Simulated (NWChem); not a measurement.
The numbers come from NWChem runs, not from measurements. System: H2Ge, charge 0, spin multiplicity 1, at a geometry optimised with B3LYP/def2-SVP. The structure started from a generated list of species. Level: constrained PBE/def2-SVP.

NWChem printed:

```
             Northwest Computational Chemistry Package (NWChem) 7.3.0
             --------------------------------------------------------

                                NWChem Input Module
                                -------------------

 Scaling coordinates for geometry "geometry" by  1.889725989
 (inverse scale =  0.529177249)

                             Geometry "geometry" -> ""
                             -------------------------

 Output coordinates in angstroms (scale by  1.889725989 to convert to a.u.)

  No.       Tag          Charge          X              Y              Z
 ---- ---------------- ---------- -------------- -------------- --------------
    1 Ge                  32.0000     0.00000000     0.00000000     0.06635100
    2 H                    1.0000    -1.14248900     0.00000000    -1.06161800
    3 H                    1.0000     1.14248900     0.00000000    -1.06161800

 Effective nuclear repulsion energy (a.u.)      21.3263105001

            Nuclear Dipole moment (a.u.)
            ----------------------------
        X                 Y               Z
 ---------------- ---------------- ----------------
     0.0000000000     0.0000000000    -0.0000075589


 Summary of "ao basis" -> "" (spherical)
 ------------------------------------------------------------------------------
       Tag                 Description            Shells   Functions and Types
 ---------------- ------------------------------  ------  ---------------------
 *                          def2-svp                  on all atoms

  pbe96 is a nonlocal functional; adding pw91lda local functional.

                                 NWChem DFT Module
                                 -----------------

 Summary of "ao basis" -> "ao basis" (spherical)
 ------------------------------------------------------------------------------
       Tag                 Description            Shells   Functions and Types
 ---------------- ------------------------------  ------  ---------------------
 Ge                         def2-svp                12       32   5s4p3d
 H                          def2-svp                 3        5   2s1p

 Summary of "ao basis" -> "ao basis" (spherical)
 ------------------------------------------------------------------------------
       Tag                 Description            Shells   Functions and Types
 ---------------- ------------------------------  ------  ---------------------
 Ge                         def2-svp                12       32   5s4p3d
 H                          def2-svp                 3        5   2s1p

            General Information
            -------------------
          SCF calculation type: DFT
          Wavefunction type:  closed shell.
          No. of atoms     :     3
          No. of electrons :    34
           Alpha electrons :    17
            Beta electrons :    17
          Charge           :     0
          Spin multiplicity:     1
          Use of symmetry is: off; symmetry adaption is: off
          Maximum number of iterations: 100
          AO basis - number of functions:    42
                     number of shells:    18
          Convergence on energy requested:  1.00D-06
          Convergence on density requested:  1.00D-05
          Convergence on gradient requested:  5.00D-04

              XC Information
              --------------
          PerdewBurkeErnzerhof Exchange Functional  1.000
            Perdew 1991 LDA Correlation Functional  1.000 local
           PerdewBurkeErnz. Correlation Functional  1.000 non-local

             Grid Information
             ----------------
          Grid used for XC integration:  medium
          Radial quadrature: Mura-Knowles
          Angular quadrature: Lebedev.
          Tag              B.-S. Rad. Rad. Pts. Rad. Cut. Ang. Pts.
          ---              ---------- --------- --------- ---------
          Ge                  1.25      112           7.0       590
          H                   0.35       45           8.0       434
          Grid pruning is: on
          Number of quadrature shells:   202
          Spatial weights used:  Erf1

          Convergence Information
          -----------------------
[...]
 ---------------- ----- ----------------- --------- --------- ---------  ------
 d= 0,ls=0.0,diis     1  -2077.5392304491 -2.10D+03  8.07D-02  1.45D-01     0.7
 CDFT multipliers:
      1       -0.5587339019
      iter =    8
 d= 0,ls=0.0,diis     2  -2076.3333971458  1.21D+00  4.21D-03  9.01D-01     0.8
 CDFT multipliers:
      1       -0.6487167666
      iter =    8
 d= 0,ls=0.0,diis     3  -2076.3441736633 -1.08D-02  1.41D-02  6.45D-01     1.0
 CDFT multipliers:
      1       -1.0351841715
      iter =    7
 d= 0,ls=0.0,diis     4  -2076.3632686391 -1.91D-02  6.67D-03  8.65D-02     1.1
 CDFT multipliers:
      1       -1.1938543467
      iter =    6
 d= 0,ls=0.0,diis     5  -2076.3666092537 -3.34D-03  6.79D-04  7.25D-04     1.2
 CDFT multipliers:
      1       -1.1994186063
      iter =    4
  Resetting Diis
 d= 0,ls=0.0,diis     6  -2076.3666616596 -5.24D-05  1.60D-04  1.74D-05     1.3
 CDFT multipliers:
      1       -1.1971290766
      iter =    2
 d= 0,ls=0.0,diis     7  -2076.3666636068 -1.95D-06  4.28D-05  4.50D-07     1.4
 CDFT multipliers:
      1       -0.0004779367
      iter =    2
 d= 0,ls=0.0,diis     8  -2076.3666638079 -2.01D-07  2.02D-08  2.13D+00     1.5
 CDFT multipliers:
      1       -1.1976071798
      iter =    2
 d= 0,ls=0.0,diis     9  -2076.3666635983  2.10D-07  1.73D-05  2.49D-07     1.6
 CDFT multipliers:
      1       -1.1975657074
      iter =    2
 d= 0,ls=0.0,diis    10  -2076.3666636237 -2.54D-08  1.91D-06  1.71D-08     1.8
  CDFT final multipliers
      1       -1.1975492828

         Total DFT energy =    -2076.366663624542
      One electron energy =    -2945.516900674832
           Coulomb energy =      927.353927112576
    Exchange-Corr. energy =      -79.530000562361
 Nuclear repulsion energy =       21.326310500075

 Numeric. integr. density =       34.000006141989

     Total iterative time =      1.6s

                       DFT Final Molecular Orbital Analysis
                       ------------------------------------

 Vector   15  Occ=2.000000D+00  E=-1.207212D+00
              MO Center=  1.8D-09, -3.2D-09,  2.6D-01, r^2= 1.4D+00
   Bfn.  Coefficient  Atom+Function         Bfn.  Coefficient  Atom+Function
  ----- ------------  ---------------      ----- ------------  ---------------
     4      1.007486  1 Ge s                  3     -0.554651  1 Ge s
    17      0.195094  1 Ge pz                 2      0.117018  1 Ge s
    32     -0.086523  1 Ge d  2               5      0.079561  1 Ge s
     1     -0.041892  1 Ge s                 33      0.036774  2 H  s
    38      0.036774  3 H  s

 Vector   16  Occ=2.000000D+00  E=-9.218991D-01
              MO Center=  2.3D-09, -3.0D-09,  2.3D-01, r^2= 2.0D+00
   Bfn.  Coefficient  Atom+Function         Bfn.  Coefficient  Atom+Function
  ----- ------------  ---------------      ----- ------------  ---------------
    13      0.692453  1 Ge py                16      0.440290  1 Ge py
    10     -0.325834  1 Ge py                29      0.167358  1 Ge d -1
     7      0.104845  1 Ge py                24     -0.048940  1 Ge d -1

 Vector   17  Occ=2.000000D+00  E=-9.113778D-01
              MO Center=  4.0D-09,  4.2D-09,  3.5D-01, r^2= 2.5D+00
   Bfn.  Coefficient  Atom+Function         Bfn.  Coefficient  Atom+Function
  ----- ------------  ---------------      ----- ------------  ---------------
     4      0.683975  1 Ge s                 17     -0.596725  1 Ge pz
     5     -0.493715  1 Ge s                 14     -0.473564  1 Ge pz
    11      0.254559  1 Ge pz                 3     -0.201482  1 Ge s
    30     -0.121460  1 Ge d  0              33      0.096602  2 H  s
    38      0.096602  3 H  s                 34     -0.084039  2 H  s

 Vector   18  Occ=0.000000D+00  E=-8.538681D-01
              MO Center=  2.3D-09, -4.9D-10,  2.3D-01, r^2= 1.8D+00
   Bfn.  Coefficient  Atom+Function         Bfn.  Coefficient  Atom+Function
  ----- ------------  ---------------      ----- ------------  ---------------
    12      0.740128  1 Ge px                15      0.370903  1 Ge px
     9     -0.334794  1 Ge px                31     -0.231645  1 Ge d  1
    33     -0.161269  2 H  s                 38      0.161269  3 H  s
    34      0.122850  2 H  s                 39     -0.122850  3 H  s
     6      0.107678  1 Ge px                26      0.041799  1 Ge d  1

 Vector   19  Occ=0.000000D+00  E=-6.227831D-01
              MO Center=  5.5D-10,  1.6D-09,  7.2D-01, r^2= 3.2D+00
   Bfn.  Coefficient  Atom+Function         Bfn.  Coefficient  Atom+Function
  ----- ------------  ---------------      ----- ------------  ---------------
     4      1.323576  1 Ge s                  5     -1.226671  1 Ge s
    14      0.871254  1 Ge pz                17     -0.667709  1 Ge pz
     3     -0.332568  1 Ge s                 11     -0.276380  1 Ge pz
    33     -0.177161  2 H  s                 38     -0.177161  3 H  s
    32      0.130170  1 Ge d  2              30     -0.102099  1 Ge d  0

 Vector   20  Occ=0.000000D+00  E=-5.371487D-01
              MO Center=  1.6D-08, -4.0D-10, -4.2D-01, r^2= 2.9D+00
   Bfn.  Coefficient  Atom+Function         Bfn.  Coefficient  Atom+Function
  ----- ------------  ---------------      ----- ------------  ---------------
    15      0.745715  1 Ge px                34      0.484933  2 H  s
    39     -0.484933  3 H  s                 31     -0.409617  1 Ge d  1
    33      0.306612  2 H  s                 38     -0.306612  3 H  s
    12     -0.203867  1 Ge px                21      0.166619  1 Ge d  1
     9      0.050322  1 Ge px

     ---------------------------------------------
      Total Density - Mulliken Population Analysis
     ---------------------------------------------

    Atom       Charge   Shell Charges
 -----------   ------   -------------------------------------------------------
    1 Ge  32    33.94   2.00  2.00  2.00  1.94  0.15  6.00  5.98  1.97  1.84  8.06  1.85  0.17
    2 H    1     0.03   0.08 -0.04 -0.01
    3 H    1     0.03   0.08 -0.04 -0.01

     -------------------------------------------
      Total Density - Lowdin Population Analysis
     -------------------------------------------

    Atom       Charge   Shell Charges
 -----------   ------   -------------------------------------------------------
    1 Ge  32    33.60   2.00  2.00  1.98  1.36  0.57  5.99  5.84  1.98  1.80  7.77  2.07  0.24
    2 H    1     0.20   0.08  0.08  0.04
    3 H    1     0.20   0.08  0.08  0.04

 center of mass
 --------------
 x =   0.00000000 y =   0.00000000 z =   0.06880630

 moments of inertia (a.u.)
 ------------------
           8.915047517175           0.000000000000           0.000000000000
           0.000000000000          18.310481581557           0.000000000000
           0.000000000000           0.000000000000           9.395434064383

     Multipole analysis of the density
     ---------------------------------

     L   x y z        total         alpha         beta         nuclear
     -   - - -        -----         -----         ----         -------
     0   0 0 0     -0.000000    -17.000000    -17.000000     34.000000

     1   1 0 0     -0.000000     -0.000000     -0.000000      0.000000
     1   0 1 0      0.000000      0.000000      0.000000      0.000000
     1   0 0 1     -6.679088     -3.339540     -3.339540     -0.000008

     2   2 0 0     -4.473117     -6.897801     -6.897801      9.322486
     2   1 1 0      0.000000      0.000000      0.000000      0.000000
     2   1 0 1      0.000000      0.000000      0.000000      0.000000
     2   0 2 0    -19.692102     -9.846051     -9.846051      0.000000
     2   0 1 1     -0.000000     -0.000000     -0.000000      0.000000
     2   0 0 2    -13.298559    -10.925529    -10.925529      8.552499

 Task  times  cpu:        1.8s     wall:        1.8s

 Total times  cpu:        1.9s     wall:        1.9s
```

Write an NWChem input that would produce this output.

This is not unique; one that fits is 
```
start mol
memory heap 200 mb stack 900 mb global 1100 mb
geometry units angstroms nocenter noautoz noautosym
  Ge     0.000000     0.000000     0.066351
  H     -1.142489     0.000000    -1.061618
  H      1.142489     0.000000    -1.061618
end
basis spherical
  * library def2-svp
end
dft
  xc xpbe96 cpbe96
  semidirect memsize 60000000 filesize 0
  iterations 100
  convergence nolevelshifting
  cdft 1 1 charge -0.6 pop becke
end
task dft energy
```
